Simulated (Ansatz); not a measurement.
Species: NbF$_{3}$ (charge 0, triplet). The spin state was set by rule; other spins were not relaxed. 
Structure (B3LYP-D3(BJ)/def2-TZVP (Ansatz, a program for electronic structure) minimum search):
```
Nb
F 1 1.8665
F 1 1.8900 2 127.77
F 1 1.8900 2 127.77 3 -180.00
```
Charge 0, spin multiplicity 3.

Problem. Give the harmonic wavenumbers at B3LYP-D3(BJ)/def2-TZVP (Ansatz, finite differences of forces, unscaled).

Solution. 57, 121, 176, 597, 653, 706 cm⁻¹. Zero-point energy 3.3 kcal/mol.

Problem. From these and the geometry, give the ideal-gas thermochemistry at 298.15 K and 1 atm (rigid rotor, harmonic oscillator).

Solution. Point group C2v, rotational symmetry number 2. Rotational constants 5.959, 4.333, 2.509 GHz. S(trans) 40.92, S(rot) 24.63, S(vib) 11.15, S(elec, spin only) 2.18, S 78.9 cal/(mol K). H(298) - H(0) 3.95 kcal/mol; G - E(el) -16.3 kcal/mol.
